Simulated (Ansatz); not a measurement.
Computed with Ansatz on PBE0-D4/def2-TZVP structures; ΔE is electronic, products minus reactants. CCSD(T)/CBS adds triple-zeta CCSD(T) − MP2 to the extrapolated MP2 energy (def2 sets, frozen cores). This one scheme is used for every species. Functionals use def2-TZVPP. One conformer a species, not always the lowest.

`Cc1cccc2ccccc12` + H₂O → `Oc1cccc2ccccc12` + CH₄  (formal hydrolysis of a C–C bond)

| level | ΔE (kcal/mol) |
| --- | --- |
| r2SCAN | 2.5 |
| r2SCANh | 3.1 |
| HF/def2-QZVPP | 4.9 |
| MP2/def2-QZVPP | 8.9 |

(1) What does CCSD(T)/CBS give? (Best estimate.)

Largest T1 diagnostic among the species: 0.011.

Results:

(1) Ansatz gave: +7.6 kcal/mol. The listed levels differ from it by -5.1, -4.5, -2.7, 1.3 kcal/mol.

From r2SCAN to r2SCAN0 (25 % exact exchange), in def2-TZVPP and without D4, ΔE moves by +1.4 kcal/mol. In def2-TZVPP, CCSD(T) changes the Hartree–Fock value by +1.9 kcal/mol (the triples alone add −0.2 kcal/mol) and MP2 by +3.5 kcal/mol.
